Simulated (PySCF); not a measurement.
Sb(OH)(TeH)2 (H3OSbTe2), SMILES [OH][Sb]([TeH])[TeH]. Atoms are numbered in the order given.

```xyz
7

Sb    -0.1278    -0.2285     1.0944
O     -1.8769    -1.1337     0.7153
H     -2.5236    -0.4547     0.4643
Te    -0.6939     2.1663    -0.2789
H     -0.7676     1.3680    -1.7395
Te     1.1208    -1.7602    -0.8740
H      2.6252    -1.3109    -0.3070
```

Geometry: r2SCAN-D4/def2-SVP. The structure was generated by enumeration; whether it is a known compound was not checked. The def2 effective core potentials stand for the cores of Sb, Te; spin–orbit coupling is left out. Other conformers were not sampled.

The numbers are results of PBE/def2-TZVP in PySCF, not measurements.

ESP charges are fitted to the potential on shells at 1.4 to 2.0 van der Waals radii. Atomic charges (e):

```json
[
 {"atom": "Sb1", "ESP fit": "0.30", "Löwdin": "0.20"},
 {"atom": "O2", "ESP fit": "?", "Löwdin": "-0.35"},
 {"atom": "H3", "ESP fit": "0.30", "Löwdin": "0.14"},
 {"atom": "Te4", "ESP fit": "?", "Löwdin": "-0.02"},
 {"atom": "H5", "ESP fit": "?", "Löwdin": "0.01"},
 {"atom": "Te6", "ESP fit": "?", "Löwdin": "0.02"},
 {"atom": "H7", "ESP fit": "?", "Löwdin": "0.00"}
]
```

### Question
Complete the blanks. (Estimate from the structure and the level; the computed values follow.)

### Answer

- O2, ESP fit: -0.46
- Te4, ESP fit: -0.14
- H5, ESP fit: 0.06
- Te6, ESP fit: -0.10
- H7, ESP fit: 0.04
